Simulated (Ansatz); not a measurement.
Consider the isomerisation: `CC[Si]O` → `CC(=O)[SiH3]`.

Calculated with Ansatz (gas phase, PBE0-D4/def2-TZVP geometries, no zero-point term in ΔE). CCSD(T)/CBS is the MP2 limit (def2-TZVPP, def2-QZVPP) plus CCSD(T) − MP2 in def2-TZVPP, frozen cores. Functionals use def2-TZVPP. B3LYP here is the variant with VWN-RPA as its local correlation; programs differ in this. One conformer a species, not always the lowest.

**Question.** Is it downhill or uphill in electronic energy at CCSD(T)/CBS, and by how much? (An estimate is asked.)

**Answer.** The calculation gave: Uphill: ΔE = +91.7 kJ/mol.

**Question.** What do these levels give: PBE-D4, r2SCAN-D4, B3LYP-D4, CAM-B3LYP-D4, revPBE, B3LYP, BHLYP, CAM-B3LYP, HF/def2-TZVPP, SCS-MP2/def2-TZVPP, CCSD/def2-TZVPP, HF/def2-QZVPP? (Estimate.)

**Answer.** The calculation gave: PBE-D4 78.1, r2SCAN-D4 73.4, B3LYP-D4 79.3, CAM-B3LYP-D4 82.5, revPBE 67.7, B3LYP 76.7, BHLYP 81.5, CAM-B3LYP 81.3, HF/def2-TZVPP 62.4, SCS-MP2/def2-TZVPP 81.4, CCSD/def2-TZVPP 90.0, HF/def2-QZVPP 62.6 kJ/mol.

**Question.** What do rigid-rotor, harmonic-oscillator terms from PBE0-D4/def2-TZVP frequencies (298.15 K, 1 bar) make of the CCSD(T)/CBS value? (Best estimate.)

**Answer.** Computed: ΔZPE = -22.1 kJ/mol, ΔH = +70.8 kJ/mol, ΔS = 17 J/(mol·K), ΔG = +65.8 kJ/mol. Modes under 50 cm⁻¹ make the entropy rough.

Largest T1 diagnostic among the species: 0.015.

Leaving LDA and LC-ωPBE aside and taking each functional with its dispersion term where it has one, the values, not all of them listed here, spread over 22.0 kJ/mol, from r2SCAN-D4 to ωB97M-V. LDA lies +19.4 kJ/mol from PBE without D4. From BLYP to BHLYP (50 % exact exchange), in def2-TZVPP and without D4, ΔE moves by +11.7 kJ/mol. In def2-TZVPP, CCSD(T) changes the Hartree–Fock value by +25.5 kJ/mol (the triples alone add −2.1 kJ/mol) and MP2 by +28.9 kJ/mol.
